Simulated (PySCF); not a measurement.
# A bond scan of BGeH4 cation

Calculated results; nothing here was measured. They come from PySCF 2.14.0, an open-source quantum chemistry program, on an isolated molecule that a program drew, which may never have been made. The molecule is BGeH4 cation (charge +1, singlet), drawn as the SMILES string `[BH2][GeH2+]`.

The structure below is the HF double-zeta minimum with every atom moved a little at random, so it isn't optimised. Bond Ge2-H6 is then set to each length in the table by shifting atom 6 along it, with nothing else relaxed.
```xyz
6
BGeH4 cation, angstrom
B     1.5872    1.0708   -0.1223
Ge    1.6933    0.9304   -2.2082
H     1.7369    0.0484    0.4975
H     1.3952    2.1362    0.3344
H     2.9740    1.0910   -2.9828
H     0.4775    0.6865   -3.0865
```

E is the energy above the same method's energy at the HF double-zeta minimum. IE is the energy to remove one electron at fixed geometry, to the doublet state of charge +2, as a difference of total energies. The basis family is cc-pVnZ, with UHF for radicals and no spin-orbit coupling. Best is HF at quadruple zeta, plus MP2 correlation extrapolated from triple and quadruple zeta, plus CCSD(T) minus MP2 at triple zeta, with a frozen core. The other columns are at triple zeta. Germanium has the cc-pVnZ-PP basis, with a core potential (ECP10MDF) in place of its 10 inner electrons, and its 3s, 3p and 3d shells are frozen in MP2 and coupled-cluster steps.

```
bond (Å)  E wB97X (kcal/mol)  E PBE (kcal/mol)  E CCSD(T) (kcal/mol)  E best (kcal/mol)  IE wB97X (eV)  IE PBE (eV)  IE CCSD(T) (eV)  IE best (eV)     T1
  1.5196                0.26              0.32                  0.26               0.27         17.477       17.260           17.543        17.634  0.011
  1.6346                   ?                 ?                     ?                  ?              ?            ?                ?             ?      ?
  1.6646                3.92              2.62                  3.33               3.38         17.391       17.160           17.454        17.545  0.012
  1.6836                4.82              3.33                  4.15               4.20         17.376       17.143           17.439        17.529  0.012
  1.7546                8.79              6.52                  7.78               7.85         17.312       17.070           17.372        17.464  0.012
```

T1 is the CCSD diagnostic of the starting molecule.

**Estimate the best E and IE at 1.6346 Å from the other rows.**

A cubic in the inverse of the bond length through the other values of E best gives 2.25 kcal/mol there. A least-squares quadratic in the bond length through IE best gives 17.567 eV. The calculation gives 2.24 kcal/mol and 17.567 eV, so the fits miss by 0.01 kcal/mol and 0.000 eV. The same recipe one zeta lower moves these two values by 0.03 kcal/mol and 0.03 eV, a gauge of their own error. The rest of the row: E is 2.66 (wB97X), 1.67 (PBE), 2.19 (CCSD(T)); IE is 17.412 (wB97X), 17.184 (PBE), 17.477 (CCSD(T)); T1 is 0.012.
